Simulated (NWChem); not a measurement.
Molecule: SeICl; SMILES Cl[Se]I

All runs: NWChem. Pople sets run with spherical d functions. Structure relaxed at the PBE0/def2-SVP (def2 core potentials past Kr) level. Total energies compare along this basis series because the functional is fixed.

```json
[
 {"level": "Hartree-Fock/STO-3G, non-relativistic", "basis functions": "54", "energy (Ha)": "-9678.8537", "highest occupied level (eV)": "…", "orbital gap (eV)": "…", "dipole (D)": "…"},
 {"level": "Hartree-Fock/3-21G, non-relativistic", "basis functions": "66", "energy (Ha)": "-9733.0632", "highest occupied level (eV)": "-9.72", "orbital gap (eV)": "9.40", "dipole (D)": "1.97"},
 {"level": "Hartree-Fock/6-311G**, non-relativistic", "basis functions": "132", "energy (Ha)": "-9776.1282", "highest occupied level (eV)": "-9.53", "orbital gap (eV)": "9.49", "dipole (D)": "1.35"}
]
```

Task: Some entries are withheld; supply them.

Result: 
- Hartree-Fock/STO-3G, non-relativistic, highest occupied level (eV): -7.55
- Hartree-Fock/STO-3G, non-relativistic, orbital gap (eV): 11.28
- Hartree-Fock/STO-3G, non-relativistic, dipole (D): 1.48
